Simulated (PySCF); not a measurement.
## [FeI4]2-: what the settings change

[FeI4]2-: Fe(II) (d6), charge -2. The structure is a PBE0-D3(BJ)/def2-SVP, IEF-PCM water geometry optimised for multiplicity 5; coordination tetrahedral, point group D2d, metal–donor distances 2.69 Å.

```
5

Fe    0.000    0.000    0.000
I     1.488    1.582    1.582
I     1.488   -1.582   -1.582
I    -1.488   -1.582    1.582
I    -1.488    1.582   -1.582
```

Method (PySCF 2.14, density fitting): CASSCF(6,5) with orbitals averaged over all microstates of the shell, strongly contracted NEVPT2 on the averaged canonical orbitals; basis x2c-TZVPall on the metal, x2c-SVPall elsewhere; spin-free X2C; IEF-PCM water; spin-orbit coupling by state interaction with the mean-field operator over all roots.

Base run: NEVPT2 ground state 5A1 (from 5E), next 5B1 (from 5E) at 123, then 5E (from 5T2) at 2396 cm⁻¹, 10Dq(CASSCF) 1864, B(CASSCF) 1107, ζ 359 cm⁻¹, D 12.21 cm⁻¹, g 1.944 2.228 2.228, μeff(300 K) 5.36 μB.

Question: What happens with the basis x2c-TZVPall on all atoms?

Answer: NEVPT2 ground state 5A1 (from 5E), next 5B1 (from 5E) at 116, then 5E (from 5T2) at 2394 cm⁻¹, 10Dq(CASSCF) 1887, B(CASSCF) 1106, ζ 358 cm⁻¹, D 12.19 cm⁻¹, g 1.939 2.228 2.228, μeff(300 K) 5.35 μB. It took 73 s against 28 s on a shared host of the same kind.

No frequencies were computed for the optimised geometry. 5B1 (from 5E) (123 cm⁻¹) lies within 300 cm⁻¹ of 5A1 (from 5E) at NEVPT2 level, inside the method's error: they are parts of one split term, whose order is undecided, and g values and low-temperature moments can hang on it.
